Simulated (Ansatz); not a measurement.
Gas-phase electronic energies from Ansatz, PBE0-D4/def2-TZVP geometries. CBS: MP2 limit from def2 TZ/QZ plus the TZ coupled-cluster correction, frozen cores. Functionals use def2-TZVPP. For Ga outer-core shells are correlated without core-valence functions, which leaves a few kJ/mol of doubt a bond. Scalar relativity is left out up to krypton. Each species was taken in one conformer, which may not be the lowest.

Consider the ligand exchange at the Si–C bond: `C[SiH2]C(O)F` + `[SH][GaH2]` → `C[SiH2][S][GaH2]` + `OCF`.

```json
{"level": "PBE0", "ΔE (kcal/mol)": "-21.6"}
{"level": "CCSD/CBS(def2)", "ΔE (kcal/mol)": "-22.0"}
```

(1) What does CCSD(T)/CBS give? (An estimate is asked.)

Largest T1 diagnostic among the species: 0.013.

Answers

(1) Computed: -22.2 kcal/mol. The listed levels differ from it by 0.6, 0.2 kcal/mol.

From PBE to PBE0 (25 % exact exchange), in def2-TZVPP and without D4, ΔE moves by −1.4 kcal/mol. The D4 term adds −1.5 kcal/mol with B3LYP and −0.8 kcal/mol with PBE0; it sums over pairs of atoms, weighted by their polarisabilities, and B3LYP, whose exchange is more repulsive, gets the larger term.

B3LYP here is the variant with VWN-RPA as its local correlation; programs differ in this.
